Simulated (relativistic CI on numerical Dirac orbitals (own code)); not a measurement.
**Ta²⁺: resonant inelastic scattering at the L2,3 edge**

Computed with this model: Dirac-Coulomb-Breit CI, orbitals from a KLI potential per configuration, model QED (radiative potential, 1s self-energy scaled to tabulated hydrogen-like ionisation energies), valence Slater integrals scaled by 0.7, Kramers-Heisenberg scattering through one core-hole configuration in a parametric crystal field; configurations [Xe] 4f14 5d3 → [He] 2s2 2p5 3s2 3p6 3d10 4s2 4p6 4d10 4f14 5s2 5p6 5d4; 80 K; core-hole width 7.5 eV; summed over polarisations. Incident energies are the highest absorption maxima for each field (at most a few, so the weaker spin-orbit partner edge can be absent), on the computed scale of the free ion. Intensities are in per cent of the strongest line above 0.02 eV; levels within 1 cm⁻¹ are merged; final levels count from the ground level, the first row holds all elastic scattering, lines under 0.4 are left out and each table stops after 24 rows. The scale of the Slater integrals is a model choice and moves the terms in proportion.

Field parameters in Wybourne normalisation: D3d B²₀ = −7Dσ, B⁴₀ = −14Dq − 21Dτ, B⁴₃ = −14√(10/7) Dq; Oh B⁴₀ = 21Dq, B⁴₄ = √(5/14) B⁴₀. The field is a parameter set, without covalency.

S is read from ⟨S²⟩ = S(S + 1).

D3d, 10Dq = 12050, Dσ = 940, Dτ = 340 cm⁻¹:

```tsv
Final level (eV)	Degeneracy	Irrep	S	9878.3 eV	11134.8 eV
0.000	2	Γ5+Γ6	1.46	2955.5	337.7
0.020	2	Γ4	1.48	6.8	14.3
0.669	2	Γ5+Γ6	0.64	15.9	19.5
0.900	2	Γ4	0.60	18.3	24.3
1.138	2	Γ4	0.60	14.6	9.0
1.156	2	Γ5+Γ6	0.69	3.4	19.9
1.178	2	Γ4	0.66	12.5	11.6
1.538	2	Γ4	1.43	9.7	7.8
1.555	2	Γ5+Γ6	1.42	100.0	15.9
1.578	2	Γ4	1.35	45.1	24.6
1.682	2	Γ4	1.39	27.1	6.6
1.743	2	Γ5+Γ6	1.43	16.0	6.0
1.813	2	Γ4	1.43	74.0	11.8
1.896	2	Γ4	0.87	24.1	13.6
2.022	2	Γ4	0.87	15.0	29.2
2.165	2	Γ5+Γ6	0.92	13.6	19.1
2.208	2	Γ4	1.28	14.6	4.1
2.232	2	Γ5+Γ6	1.26	32.9	4.4
2.380	2	Γ4	0.68	2.7	3.5
2.451	2	Γ5+Γ6	0.72	2.7	1.8
2.462	2	Γ4	1.03	19.0	5.3
2.554	2	Γ4	1.33	32.8	5.5
2.628	2	Γ5+Γ6	1.35	2.9	1.9
2.645	2	Γ4	1.36	9.6	3.8
```

Oh, 10Dq = 33450 cm⁻¹:

```csv
Final level (eV),Degeneracy,Irrep,S,9879 eV,11135.2 eV
0.000,4,Γ8,1.49,1960.2,284.3
1.140,4,Γ8,0.52,21.7,33.7
1.183,4,Γ8,0.51,6.7,5.1
1.235,2,Γ6,0.51,13.3,13.8
1.968,2,Γ7,0.51,22.4,22.5
1.994,4,Γ8,0.53,33.4,31.1
4.092,2,Γ7,1.49,33.6,7.5
4.140,4,Γ8,1.49,100.0,26.1
4.199,4,Γ8,1.48,93.9,10.4
4.231,2,Γ6,1.49,41.6,9.2
4.745,2,Γ6,1.39,41.1,2.4
4.835,4,Γ8,1.46,44.3,9.0
4.885,2,Γ7,1.47,6.4,9.2
4.908,4,Γ8,1.49,12.1,24.6
5.139,2,Γ6,0.64,6.7,1.2
5.273,4,Γ8,0.55,14.9,8.6
5.273,2,Γ6,0.57,2.5,2.1
5.304,2,Γ7,0.55,4.6,3.5
5.396,4,Γ8,0.54,1.6,1.7
5.536,4,Γ8,0.52,2.3,1.3
5.826,2,Γ6,0.51,7.6,5.5
5.834,4,Γ8,0.51,19.7,11.8
6.041,2,Γ7,0.51,0.7,0.5
6.150,4,Γ8,0.51,1.7,1.0
```

For the first field the strongest loss at the lowest incident energy is the level at 1.55 eV (S = 1.42, against 1.46 in the thermal ground state). Levels of other spin, the first over 8 % at 0.67 eV, appear because spin-orbit coupling of the core hole, and in heavier ions of the valence shell too, mixes spins.
